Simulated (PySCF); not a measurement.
Constitutional and geometric isomers with formula C2H5N. All species are isolated molecules in the gas phase. One relaxed conformer stands for each flexible species; it need not be the lowest. Strings in code marks are SMILES.

The S1 excitation (TDA) from two functionals at the same geometries (PBE0-D3(BJ)/def2-TZVP), both in PySCF: PBE-D3(BJ)/def2-TZVP and ωB97X-D3(BJ)/def2-TZVP. Excitations are Tamm–Dancoff values on a coarser integration grid. The basis has no diffuse functions, so Rydberg states are missing or too high.

```tsv
species	PBE-D3(BJ)/def2-TZVP (eV)
`C=NC`	4.88
`[H]/N=C/C`	5.35
`C(=C)N`	5.27
```

What does ωB97X-D3(BJ)/def2-TZVP give for each?


- `C=NC`: 5.18
- `[H]/N=C/C`: 5.66
- `C(=C)N`: 6.26
Over these rows, drawn at random from the members with no instability flagged (it was tested for open shells, ions and some series alone), PBE minus ωB97X-D3(BJ): mean -0.54 eV, from -0.99 eV to -0.31 eV.
